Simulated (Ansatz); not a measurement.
Two isomers of Cl2H4O2Si2: A = `O[SiH](O)[SiH](Cl)Cl`, B = `O[SiH](Cl)O[SiH2]Cl`.

Computed with Ansatz on PBE0-D4/def2-TZVP structures; ΔE is electronic, products minus reactants. CCSD(T)/CBS adds triple-zeta CCSD(T) − MP2 to the extrapolated MP2 energy (def2 sets, frozen cores). DFT in def2-TZVPP. B3LYP here is the variant with VWN-RPA as its local correlation; programs differ in this. Each species was taken in one conformer, which may not be the lowest.

Q: Which isomer does CCSD(T)/CBS put lower? Give the gap. (Best estimate.)

A: The calculation gave: B, by 148.5 kJ/mol.

Q: Give E(B) − E(A) in kJ/mol with r2SCAN-D4, CCSD(T)/def2-TZVPP, PBE0-D4, B3LYP-D4, MP2/def2-TZVPP, PBE-D4, B3LYP. (Best estimate.)

A: The calculation gave: r2SCAN-D4 -143.2, CCSD(T)/def2-TZVPP -150.4, PBE0-D4 -130.3, B3LYP-D4 -144.5, MP2/def2-TZVPP -155.6, PBE-D4 -118.5, B3LYP -143.3. None reverses the order clearly.

Largest T1 diagnostic: 0.011.

In def2-TZVPP, CCSD(T) changes the Hartree–Fock value by +23.8 kJ/mol (the triples alone add +3.6 kJ/mol) and MP2 by +18.6 kJ/mol. From PBE to PBE0 (25 % exact exchange), in def2-TZVPP and without D4, E(B) − E(A) moves by −11.9 kJ/mol.
